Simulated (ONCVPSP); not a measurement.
**What one change does to a pseudopotential (Zr (Z = 40), ONCV)**

| Quantity | Value |
| --- | --- |
| Element | Zr (Z = 40) |
| Generator | ONCVPSP 4.0.1 |
| Type | optimised norm-conserving Vanderbilt (ONCV) |
| Functional | PBEsol |
| Relativity | scalar-relativistic |
| Frozen core | [Ar] 3d10 |
| Valence charge | 12 |
| Reference configuration | 4s2 4p6 4d2 5s2 |
| Partial waves | 4s+5s: rc 2.25 bohr, ncon 5, nbas 9, qcut 5.8 1/bohr, 3 projectors, debl 2.7 Ha; 4p: rc 1.25 bohr, ncon 4, nbas 8, qcut 6.9 1/bohr, 2 projectors, debl 0.8 Ha; 4d: rc 3.05 bohr, ncon 5, nbas 10, qcut 5.7 1/bohr, 2 projectors, debl 2.7 Ha |
| Local potential | polynomial inside 0.90 bohr (lpopt 5, dvloc0 0 Ha) |
| Core correction | none |

In the p channel the program set the typed energies aside and used -1.192, 0.250 Ha.

Change: fully relativistic. In the p channel the program set the typed energies aside and used -1.170, 0.250 Ha (j = l + 1/2; the other j can differ).

Cutoffs: the cutoffs (Ha) at which the residual kinetic energy of the hardest occupied pseudo-wave falls to 1 and 0.1 mHa per electron; they do not see the model core or the augmentation charge, which bear on the density cutoff. Errors are all-electron minus pseudo energies relative to the spin-unpolarised reference configuration.

Problem. Predict the effect on cutoff, ghosts and configuration errors.

Solution. The potential gets neither clearly harder nor softer (24 Ha and 104 Ha → 25 Ha and 109 Ha); of the 4 tests that both files solve, the error grows in 1 and shrinks in 2 by more than 15 % and 0.3 meV (median size 5.9 → 5.6 meV); neither file shows a bound ghost.

| quantity | base | changed |
| --- | --- | --- |
| cutoff, loose | 24 Ha | 25 Ha |
| cutoff, tight | 104 Ha | 109 Ha |
| loose cutoff by channel | s 11 Ha, p 24 Ha, d 10 Ha | s 11 Ha, p 25 Ha, d 10 Ha |
| bound ghosts | none | none |
| GHOST(+) flags under 300 eV | s at 103.7 eV, p at 228.5 eV | s at 103.4 eV, p3/2 at 224.7 eV |
| error for 4s2 4p6 4d2 5s1, meV [ΔE 7.17 eV] | -1.3 | -0.3 |
| error for 4s2 4p6 4d2 5s0, meV [ΔE 20.08 eV] | -6.6 | -3.9 |
| error for 4s2 4p6 4d1 5s0, meV [ΔE 42.67 eV] | +16 | +18 |
| error for 4s2 4p6 4d3 5s1, meV [ΔE 1.21 eV] | +5.2 | +7.2 |
| s: phases at 2.28 bohr within 0.05 rad from the reference energy up to (Ha; the scan ends near 5) | to the end of the scan | 3.8 |
